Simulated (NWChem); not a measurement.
# H₄PO₄ cation; SMILES O=P(O)(O)[OH2+]

```xyz
9

O      1.4285     0.7952    -0.0687
P      0.0662     0.2912    -0.0113
O     -0.8665     0.3770     1.2391
O     -0.9688     0.3332    -1.1759
O      0.3262    -1.5455    -0.0076
H     -0.4745     0.7499     2.0474
H     -0.6190     0.5007    -2.0680
H      1.2313    -1.8697     0.1619
H     -0.3587    -2.1977     0.2341
```
Atoms are numbered in this order, from 1.

Computed with NWChem. Coordinates come from a PBE0/def2-SVP optimisation. Level: M06-2X/def2-SVP with SMD (1 M gas to 1 M solution), gas-phase geometry. Reactions with the solvent are ignored.

```
solvent          dielectric constant  solvation free energy (kcal/mol)  cavity-dispersion-structure term (kcal/mol)
---------------  -------------------  --------------------------------  -------------------------------------------
water                           78.4                             -82.0                                          6.1
ethylene glycol                 40.2                             -81.2                                          5.7
cyclohexanone                   15.6                             -64.2                                         -2.3
1-octanol                       9.86                             -76.5                                          2.4
```
